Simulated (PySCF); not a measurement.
NMR data simulated for an unnamed compound:

1H NMR (400 MHz, computed): δ 4.75 (m, 1H), 4.45 (m, 1H), 2.88 (m, 1H), 2.68 (m, 1H), 2.46 (s, 3H), 1.93 (m, 1H), 1.85 (m, 1H), 1.43 (m, 1H), -0.04 (br s, 1H).

13C{1H} NMR (computed): δ 57.2 (CH), 39.1 (CH3), 31.5 (CH2), 6.6 (CH2).

- shielding tensors at PBE0/pcSseg-1 (GIAO)
- coordinates at the GFN2-xTB level
- program: PySCF 2.14
- a single conformation, non-relativistic Hamiltonian, equivalent nuclei averaged, no solvent model

Scale: 1H (σ = 31.72 ppm), 13C (σ = 186.93 ppm) against TMS (reference shieldings calculated alike).

Problem. Which of these does the molecule contain: an N-methyl group, a Si–CH3 group, an NH or NH2 group, an S-methyl group, a vinyl group CH=CH2, a Si–H bond?

Solution. 
- An N-methyl group: yes (δC 39.1; δH 2.46 (s)).
- A Si–CH3 group: no.
- An NH or NH2 group: yes (δH -0.04 (br s)).
- An S-methyl group: no.
- A vinyl group CH=CH2: no.
- A Si–H bond: yes (δH 4.45 (m), 4.75 (m)).

The data belong to SMILES [SiH2]1[C@H](NC)CC1, C₄H₁₁NSi; they needn't prove each group on their own.

Carbon signals by region: 1 at 50–100 ppm, 3 below 50 ppm.

Exchangeable OH/NH protons stand at their gas-phase positions; hydrogen bonding in a real sample shifts them, mostly to higher δ. Shifts are as computed. Against solution values, carbons near 30 ppm lie about +3 ppm off and those near 130 ppm about +5 ppm. Of 1211 compounds with measured shifts, 218 miss one by over three times the rms of a fit or turn the order of signals round; such compounds aren't used in these exercises. No couplings were computed; multiplicities are counted from neighbouring protons, with m where these are inequivalent, close in shift, in a saturated or five-membered ring or joined by F or P, and br s for small geminal =CH2 splittings.
